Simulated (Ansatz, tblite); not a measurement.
Removing and adding an electron: `Cc1cccc2cc3ccccc3cc12`. Total charge 0; singlet. Geometry: PBE-D4/def2-SVP. Ansatz, gas phase; energy differences of separate SCF runs; the oxidised species was run as a doublet alone; the reduced species was run as a doublet alone.

Cartesian coordinates in Å:
```
C 0.8502 -1.9055 -2.6946
C 0.6908 -2.0263 -1.2023
C 0.9275 -3.2307 -0.5574
C 0.7853 -3.3723 0.8553
C 0.4005 -2.2975 1.6289
C 0.1411 -1.0251 1.0244
C -0.2529 0.0869 1.7930
C -0.5113 1.3427 1.2118
C -0.9127 2.4802 1.9852
C -1.1571 3.6979 1.3804
C -1.0150 3.8439 -0.0341
C -0.6299 2.7697 -0.8130
C -0.3659 1.4904 -0.2245
C 0.0275 0.3770 -0.9940
C 0.2870 -0.8811 -0.4157
H -0.0968 -1.5939 -3.1843
H 1.1608 -2.8691 -3.1415
H 1.6124 -1.1444 -2.9655
H 1.2357 -4.1049 -1.1528
H 0.9850 -4.3494 1.3213
H 0.2863 -2.3967 2.7196
H -0.3611 -0.0306 2.8834
H -1.0206 2.3629 3.0750
H -1.4651 4.5641 1.9857
H -1.2136 4.8212 -0.4999
H -0.5194 2.8795 -1.9034
H 0.1313 0.5112 -2.0808
```

The xTB rows come from tblite.

| level | −HOMO (eV) | vertical IE (eV) | −LUMO (eV) | vertical EA (eV) | HOMO–LUMO gap (eV) | IE − EA (eV) |
| --- | --- | --- | --- | --- | --- | --- |
| GFN1-xTB | 10.71 | 12.92 | 8.57 | 6.35 | 2.14 | 6.57 |
| GFN2-xTB | 9.70 | 11.95 | 7.55 | 5.29 | 2.15 | 6.67 |

Question: Estimate the rows for PBE-D4/def2-SVP, PBE0-D4/def2-SVP.

Answer: 
```
           level  −HOMO (eV)  vertical IE (eV)  −LUMO (eV)  vertical EA (eV)  HOMO–LUMO gap (eV)  IE − EA (eV)                       remarks
 PBE-D4/def2-SVP        4.84              6.99        2.54              0.51                2.30          6.48  HOMO above zero (-1 doublet)
PBE0-D4/def2-SVP        5.63              7.11        1.85              0.48                3.78          6.63  HOMO above zero (-1 doublet)
```

Relaxing the reduced species (PBE-D4/def2-SVP) changes its energy by -0.08 eV at PBE-D4/def2-SVP, so the adiabatic electron affinity to this nearest minimum is 0.59 eV. At PBE0-D4/def2-SVP it is 0.51 eV. The highest occupied level of the relaxed charge -1 doublet lies above zero (up to 1.46 eV). By energy differences its removal costs 0.59 eV (each at its own geometry, to the charge 0 singlet, at PBE-D4/def2-SVP); self-interaction error and the lack of diffuse functions both raise the level.     A HOMO above zero means that the electron is unbound at that level or that self-interaction error raises the level; the energy of removing that electron tells which. Raw xTB energy differences between charge states are shifted by several eV; the methods need an empirical correction for them. Sets without diffuse functions give affinities that are too small.
